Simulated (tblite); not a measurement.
Species: C4H5N2OS2 (doublet state).
SMILES with atom numbers: `[CH2:1][S:2][CH2:3][O:4][c:5]1[n:6][cH:7][s:8][n:9]1` (hydrogens: H10, H11 on C1; H12, H13 on C3; H14 on C7)

The geometry is computed with GFN2-xTB (gas phase). This method treats the open shell by occupation alone, without spin polarisation.

Problem. Give the optimised bond lengths and angles.

Solution. 
```
          bond  length (Å)
         C1–S2       1.694
         S2–C3       1.846
         C3–O4       1.396
         O4–C5       1.330
         C5–N6       1.357
         N6–C7       1.291
         C7–S8       1.722
         S8–N9       1.628
         C5–N9       1.310
        C1–H10       1.072
        C1–H11       1.071
C3–H12, C3–H13       1.091
        C7–H14       1.070
```

Bonds in one row agree within 0.01 Å and their mean is given. A selection of angles:
```
     angle  degrees
 S2–C1–H10    119.5
 S2–C1–H11    116.5
H10–C1–H11    120.6
  C1–S2–C3    100.8
  S2–C3–O4    110.8
 S2–C3–H12    106.4
 S2–C3–H13    108.3
 O4–C3–H12    107.2
 O4–C3–H13    112.1
H12–C3–H13    112.1
  C3–O4–C5    117.5
  O4–C5–N6    122.5
  O4–C5–N9    119.3
  N6–C5–N9    118.2
  C5–N6–C7    108.9
  N6–C7–S8    112.3
 N6–C7–H14    123.8
 S8–C7–H14    123.9
  C7–S8–N9     91.2
  C5–N9–S8    109.4
```

Dihedral angles: C1–S2–C3–O4 75° (synclinal); S2–C3–O4–C5 -87° (synclinal); C3–O4–C5–N6 -18° (synperiplanar). The mirror-image conformer, all signs reversed, is as good.

C7 (carbon bonded to N, S and H) is planar (angles 123.9°, 123.8° and 112.3°, sum 360.0°, 0.00 Å off the plane of its three neighbours). The 3 C–S bonds span 1.694 Å (C1–S2, drawn single) to 1.846 Å (S2–C3, drawn single), a spread of 0.152 Å. C5 (carbon bonded to 2 N and O) is planar (angles 122.5°, 119.3° and 118.2°, sum 359.9°, 0.02 Å off the plane of its three neighbours). C1 (carbon bonded to S and 2 H) is almost planar (angles 120.6°, 119.5° and 116.5°, sum 356.6°, 0.13 Å off the plane of its three neighbours). Of the pairs four or more bonds apart, N6···H13 is among the closest relative to their van der Waals radii: 2.34 Å, 85 % of the sum of Bondi's values. The 5-membered ring C5–N6–C7–S8–N9 has internal angles of 91.2° to 118.2° (sum 540°, against 540° for a flat polygon); it is planar, 0.00 Å rms from its mean plane, widest ring torsion 0°. The C–N distances run from 1.291 Å (N6–C7, aromatic) to 1.357 Å (C5–N6, aromatic), a spread of 0.066 Å.

Point group: C1 (no symmetry element, even within 0.4 Å). Its GFN2-xTB frequencies are all real (lowest 38 cm⁻¹). Torsions: H–C1–S2–C3 39° and -162°, C1–S2–C3–O4 75°, S2–C3–O4–C5 -87°, C3–O4–C5–N6 -18°. 3 starts were optimised and ended at 0.00, 1.36 and 2.29 kcal/mol (GFN2-xTB); the lowest of these is shown.
